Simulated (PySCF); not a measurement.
Ionisation energy of La+ by level of theory

La+ [Xe] 5d2 (3F) → La(2+) [Xe] 5d1 (2D), as a difference of total energies. Calculation: PySCF 2.14, in ANO-RCC-VTZP (8s7p5d3f2g1h, 104 functions); the spin-free X2C one-electron Hamiltonian (Gaussian nucleus). Correlated levels: valence: [Kr] 4d10 frozen; valence and next inner shell: [Ar] 3d10 frozen. The calculations carry no spin-orbit coupling.

```csv
method,ionisation energy (eV),plus first-order spin-orbit estimate,error of that sum (eV)
UHF,10.441,10.452,-0.733
LDA,11.442,11.454,+0.269
PBE,11.433,11.445,+0.260
PBE0,11.351,11.363,+0.178
r2SCAN,11.374,11.386,+0.201
BHandHLYP,11.100,11.112,-0.073
LC-wPBE,11.188,11.199,+0.014
M06,11.080,11.092,-0.093
MP2 (valence),10.997,11.008,-0.177
SCS-MP2 (valence),10.897,10.908,-0.277
MP2 (valence and next inner shell),10.985,10.996,-0.189
SCS-MP2 (valence and next inner shell),10.887,10.899,-0.286
```

Reference: 11.185 eV (measured; NIST Atomic Spectra Database, ionization energies).

A first-order spin-orbit estimate (lowest level to lowest level, LS coupling) adds 0.012 eV.

Errors of the correlated levels include the incompleteness of this basis and the frozen core.
